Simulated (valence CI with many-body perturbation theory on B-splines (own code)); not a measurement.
**E1 transitions of Te XLVI**

Level of theory: configuration interaction combined with many-body perturbation theory (CI+MBPT): five valence electrons over a frozen Dirac-Fock core [He], a basis of 9 s, 9 p, 8 d, 6 f, 3 g, 1 h functions for each j, with the one-electron correlation potential Σ1 (screened to all orders), the two-electron term Σ2, the three-electron term Σ3, Breit, model QED; selected single and double excitations, second order for the rest (own B-spline code, finite nucleus).

The last digits are not significant, and no measured levels were compared; by estimate large intervals hold to a few tenths of a per cent, small ones and those within an open d or f shell to about a per cent. Among the levels kept, up to 1300 cm⁻¹ of a level comes from second order outside the variational space, and about a tenth of that is noise between levels of different J, which matters for small intervals.

Lines 201 to 250 of 252 in falling wavelength, among levels below 39792 × 10³ cm⁻¹, chosen from the strongest by gf and those to the six lowest levels. Wavelengths and rates use the calculated energies. Electric multipoles are in the length gauge, E1 and E2 with the static RPA response of the core. Weak lines are less certain than strong ones. Lines between different terms over intervals too small for the method are left out, as are lines whose strength nearly cancels. The highest levels of a list are the least certain.

Levels are named by their leading jj configuration (3d3/2^4 stands for four electrons in 3d with j = 3/2), which in mixed levels can hold well under half, so a name can repeat and another be missing. Letters in brackets count levels of one name in rising energy.

```tsv
λ vac (Å)	Upper	Lower	A (s⁻¹)	log gf	Branch %
2.766	(2s^2 2p1/2 2p3/2 3d5/2) J=5/2 [a]	(2s^2 2p1/2 2p3/2^2) J=3/2	1.01e+14	-0.16	41.7
2.766	(2s 2p1/2^2 2p3/2 3p1/2) J=3/2 [b]	(2s^2 2p1/2 2p3/2^2) J=1/2	8.81e+11	-2.39	3.0
2.762	(2s^2 2p3/2^2 3s) J=3/2	(2s^2 2p1/2 2p3/2^2) J=1/2	1.38e+12	-2.20	2.4
2.760	(2s^2 2p1/2 2p3/2 3d5/2) J=5/2 [b]	(2s^2 2p1/2 2p3/2^2) J=3/2	3.23e+14	0.35	64.2
2.758	(2s^2 2p1/2 2p3/2 3s) J=3/2 [a]	(2s^2 2p1/2^2 2p3/2) J=3/2	7.44e+12	-1.47	25.6
2.755	(2s^2 2p1/2 2p3/2 3d5/2) J=3/2 [b]	(2s^2 2p1/2 2p3/2^2) J=3/2	7.93e+12	-1.44	2.3
2.753	(2s^2 2p1/2 2p3/2 3s) J=1/2	(2s^2 2p1/2^2 2p3/2) J=3/2	1.02e+13	-1.63	16.4
2.753	(2s^2 2p1/2 2p3/2 3d5/2) J=1/2	(2s^2 2p1/2 2p3/2^2) J=3/2	2.29e+13	-1.28	6.0
2.748	(2s 2p1/2^2 2p3/2 3p3/2) J=3/2 [a]	(2s^2 2p1/2 2p3/2^2) J=1/2	4.93e+11	-2.65	0.6
2.748	(2s^2 2p1/2 2p3/2 3s) J=5/2	(2s^2 2p1/2^2 2p3/2) J=3/2	3.94e+12	-1.57	15.7
2.747	(2s^2 2p3/2^2 3s) J=5/2	(2s^2 2p1/2 2p3/2^2) J=5/2	7.43e+11	-2.30	8.7
2.745	(2s^2 2p1/2 2p3/2 3s) J=3/2 [b]	(2s^2 2p1/2^2 2p3/2) J=3/2	6.47e+12	-1.53	11.0
2.744	(2s^2 2p3/2^2 3s) J=3/2	(2s^2 2p1/2 2p3/2^2) J=5/2	9.23e+12	-1.38	16.1
2.741	(2s^2 2p3/2^2 3s) J=1/2	(2s^2 2p1/2 2p3/2^2) J=1/2	5.86e+12	-1.88	12.9
2.739	(2s 2p1/2^2 2p3/2 3p3/2) J=1/2 [a]	(2s^2 2p1/2 2p3/2^2) J=1/2	6.44e+11	-2.84	0.5
2.737	(2s 2p1/2^2 2p3/2 3p1/2) J=1/2	(2s^2 2p1/2 2p3/2^2) J=3/2	4.75e+12	-1.97	17.2
2.736	(2s 2p1/2^2 2p3/2 3p1/2) J=3/2 [b]	(2s^2 2p1/2 2p3/2^2) J=3/2	1.93e+12	-2.06	6.5
2.735	(2s 2p1/2^2 2p3/2 3p3/2) J=7/2	(2s^2 2p1/2 2p3/2^2) J=5/2	1.29e+12	-1.94	87.8
2.732	(2s^2 2p3/2^2 3s) J=3/2	(2s^2 2p1/2 2p3/2^2) J=3/2	2.17e+12	-2.01	3.8
2.724	(2s 2p1/2^2 2p3/2 3p3/2) J=5/2 [a]	(2s^2 2p1/2 2p3/2^2) J=5/2	4.80e+11	-2.49	0.6
2.719	(2s 2p1/2^2 2p3/2 3p3/2) J=3/2 [a]	(2s^2 2p1/2 2p3/2^2) J=3/2	2.27e+12	-2.00	2.8
2.712	(2s 2p1/2^2 2p3/2 3p3/2) J=5/2 [a]	(2s^2 2p1/2 2p3/2^2) J=3/2	2.69e+12	-1.75	3.6
2.712	(2s^2 2p3/2^2 3s) J=1/2	(2s^2 2p1/2 2p3/2^2) J=3/2	1.26e+12	-2.56	2.8
2.710	(2s 2p1/2^2 2p3/2 3p3/2) J=1/2 [a]	(2s^2 2p1/2 2p3/2^2) J=3/2	1.04e+11	-3.64	0.1
2.708	(2s 2p1/2^2 2p3/2 3p3/2) J=3/2 [b]	(2s^2 2p1/2 2p3/2^2) J=1/2	1.12e+12	-2.31	2.2
2.706	(2s 2p1/2^2 2p3/2 3p3/2) J=1/2 [b]	(2s^2 2p1/2 2p3/2^2) J=1/2	1.77e+12	-2.41	41.6
2.685	(2s 2p1/2^2 2p3/2 3p3/2) J=5/2 [b]	(2s^2 2p1/2 2p3/2^2) J=3/2	2.78e+12	-1.74	5.1
2.680	(2s 2p1/2^2 2p3/2 3p3/2) J=3/2 [b]	(2s^2 2p1/2 2p3/2^2) J=3/2	1.00e+12	-2.37	2.0
2.678	(2s 2p1/2^2 2p3/2 3p3/2) J=1/2 [b]	(2s^2 2p1/2 2p3/2^2) J=3/2	1.27e+12	-2.56	30.0
2.631	(2s^2 2p1/2 2p3/2 3d3/2) J=3/2 [a]	(2s^2 2p1/2^2 2p3/2) J=3/2	7.19e+13	-0.53	63.1
2.629	(2s^2 2p1/2 2p3/2 3d3/2) J=5/2 [a]	(2s^2 2p1/2^2 2p3/2) J=3/2	4.05e+13	-0.60	75.8
2.629	(2s^2 2p1/2 2p3/2 3d3/2) J=1/2 [a]	(2s^2 2p1/2^2 2p3/2) J=3/2	9.34e+12	-1.71	17.3
2.620	(2s^2 2p1/2 2p3/2 3d3/2) J=5/2 [b]	(2s^2 2p1/2^2 2p3/2) J=3/2	3.91e+14	0.38	96.9
2.617	(2s^2 2p1/2 2p3/2 3d3/2) J=3/2 [b]	(2s^2 2p1/2^2 2p3/2) J=3/2	2.62e+14	0.03	91.0
2.613	(2s 2p1/2^2 2p3/2 3p1/2) J=3/2 [a]	(2s^2 2p1/2^2 2p3/2) J=3/2	8.52e+12	-1.46	9.7
2.613	(2s 2p1/2^2 2p3/2 3p1/2) J=5/2	(2s^2 2p1/2^2 2p3/2) J=3/2	2.92e+12	-1.75	2.5
2.612	(2s^2 2p1/2 2p3/2 3d3/2) J=1/2 [b]	(2s^2 2p1/2^2 2p3/2) J=3/2	4.42e+14	-0.04	91.8
2.610	(2s^2 2p1/2 2p3/2 3d5/2) J=3/2 [a]	(2s^2 2p1/2^2 2p3/2) J=3/2	1.20e+14	-0.31	36.6
2.609	(2s^2 2p1/2 2p3/2 3d5/2) J=5/2 [a]	(2s^2 2p1/2^2 2p3/2) J=3/2	4.02e+13	-0.61	16.6
2.603	(2s^2 2p1/2 2p3/2 3d5/2) J=5/2 [b]	(2s^2 2p1/2^2 2p3/2) J=3/2	1.91e+13	-0.93	3.8
2.599	(2s^2 2p1/2 2p3/2 3d5/2) J=3/2 [b]	(2s^2 2p1/2^2 2p3/2) J=3/2	5.01e+11	-2.69	0.1
2.597	(2s^2 2p1/2 2p3/2 3d5/2) J=1/2	(2s^2 2p1/2^2 2p3/2) J=3/2	2.82e+12	-2.24	0.7
2.582	(2s 2p1/2^2 2p3/2 3p1/2) J=1/2	(2s^2 2p1/2^2 2p3/2) J=3/2	1.99e+13	-1.40	72.3
2.582	(2s 2p1/2^2 2p3/2 3p1/2) J=3/2 [b]	(2s^2 2p1/2^2 2p3/2) J=3/2	2.23e+13	-1.05	75.4
2.582	(2s^2 2p3/2^2 3s) J=5/2	(2s^2 2p1/2^2 2p3/2) J=3/2	1.86e+11	-2.95	2.2
2.578	(2s^2 2p3/2^2 3s) J=3/2	(2s^2 2p1/2^2 2p3/2) J=3/2	7.04e+11	-2.55	1.2
2.567	(2s 2p1/2^2 2p3/2 3p3/2) J=3/2 [a]	(2s^2 2p1/2^2 2p3/2) J=3/2	7.62e+13	-0.52	95.7
2.561	(2s 2p1/2^2 2p3/2 3p3/2) J=5/2 [a]	(2s^2 2p1/2^2 2p3/2) J=3/2	7.09e+13	-0.38	95.4
2.560	(2s^2 2p3/2^2 3s) J=1/2	(2s^2 2p1/2^2 2p3/2) J=3/2	1.79e+13	-1.45	39.3
2.558	(2s 2p1/2^2 2p3/2 3p3/2) J=1/2 [a]	(2s^2 2p1/2^2 2p3/2) J=3/2	1.20e+14	-0.63	96.7
```

Q: How does gf follow from A for the line at 2.561 Å?

A: gf = 1.4992 × (2J+1)_upper × A / σ², with σ = 39052752 cm⁻¹ and 2J+1 = 6: gf = 0.418.
